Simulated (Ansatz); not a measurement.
## Interaction energy ladder

The pair of Ag⁺ (SMILES [Ag+], atom 1) and HCN (SMILES C#N, atoms 2–4), both closed shells, in one local arrangement (a lower one may exist), relaxed at PBE0-D4/def2-TZVP:

```
4
angstrom
Ag -0.6926 0.7021 -2.2320
C 0.2368 -0.2398 0.7637
N -0.0873 0.0855 -0.2789
H 0.5431 -0.5479 1.7473
```

Ansatz 0.2.0; basis: def2-TZVPPD, with def2-QZVPPD for the basis limit; cores frozen in the correlated methods. Filled d shells of the heavier atoms are correlated. Core potentials replace the inner electrons of the atoms past krypton. B3LYP uses VWN-RPA correlation. Extrapolation: Hartree–Fock as exp(−7.88 √X), correlation as X^−2.97. Interaction energies count from these two fragments, frozen as in the pair, with the counterpoise correction; negative means bound.

(1) What is the interaction energy by CCSD(T) at an estimated basis limit (MP2 extrapolated from triple and quadruple zeta, plus CCSD(T) − MP2 in triple zeta)? (An estimate is asked for; the value comes from the calculation.)

(2) Which atoms make the shortest contact between the fragments?

The T1 diagnostic stays at or below 0.015.

Results:

(1) The calculation gives: -38.24 kcal/mol. Hartree–Fock alone gives -26.67 kcal/mol at the basis limit. It counts from the two fragments frozen as in the pair.

The same quantity by other methods in triple zeta, and each one's difference from that estimate:
```tsv
method	E_int (kcal/mol)	difference
PBE-D4	-42.61	-4.37
revPBE-D4	-39.28	-1.04
BLYP-D4	-41.87	-3.62
r2SCAN-D4	-42.18	-3.93
B97M-V	-39.73	-1.49
PBE0-D4	-39.25	-1.01
B3LYP-D4	-39.77	-1.52
HSE06-D4	-39.18	-0.93
wB97X-V	-37.73	0.52
wB97M-V	-37.15	1.10
B2PLYP	-37.75	0.50
HF	-26.35	11.89
MP2	-37.39	0.85
CCSD	-34.02	4.23
CCSD(T)	-35.19	3.05
```
Differences are method less estimate.

(2) Ag1 and N3, 2.14 Å apart.

Energy to bend the free fragments (PBE0-D4 minima) into their shapes in the pair, CCSD(T)/def2-TZVPPD: HCN 0.33 kcal/mol. This must be added to the interaction energy to get the binding energy from relaxed fragments.

Basis-set superposition shift (counterpoise-corrected less uncorrected): CCSD(T) 1.98; MP2 1.88; HF 0.07; PBE0-D4 0.10; wB97M-V 0.11 kcal/mol.

For scale, one of the runs: CCSD(T)/def2-TZVPPD, 147 basis functions, launched by `ansatz run in.yaml --threads 2 --pin off --events-out ev --progress --plain --max-ram 5222MiB`. The run took 16 s on 2 CPU threads of an AMD EPYC 9R45 (shared host), with 1.1 GiB of host memory at its peak.
